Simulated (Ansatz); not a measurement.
Pt3H4. The state is a triplet with charge 0. Geometry PBE0-D4/def2-TZVP; atoms count from 1.

Cartesian coordinates in Å:
```
Pt -0.003 0.931 -0.703
Pt 0.110 -1.593 0.085
Pt -1.102 -0.084 1.571
H -0.845 1.391 0.990
H 1.460 1.278 -0.550
H -0.156 -2.983 0.758
H 0.536 1.060 -2.151
```

In the def2 sets Pt takes a core potential; there is no spin–orbit coupling. At PBE0-D4/def2-TZVP a singlet of charge 0 lies 0.34 eV below the triplet, each at its own geometry. The structure comes from a short search, and lower isomers may exist.

**Question.** Estimate the Mulliken populations from the PBE0/def2-TZVP orbitals of Ansatz.

**Answer.** 
```
atom  charge (e)  spin (α − β)  d electrons
 Pt1       -0.16         -0.01         8.89
 Pt2       -0.02          1.10         8.64
 Pt3        0.12          0.81         8.84
  H4       -0.05          0.07            –
  H5        0.07          0.00            –
  H6       -0.01          0.02            –
  H7        0.04          0.01            –
```
Mulliken values depend strongly on the basis.

**Question.** Where does the spin sit?

**Answer.** Summed by element: Pt 1.90, H 0.10, of 2 unpaired in all. Largest on single atoms: Pt2 1.10, Pt3 0.81, H4 0.07.

**Question.** And the Mayer bond orders between heavy atoms (over 0.3)?

**Answer.** Pt1–Pt2 0.45 (2.65 Å); Pt1–Pt3 0.37 (2.72 Å); Pt2–Pt3 1.16 (2.44 Å).
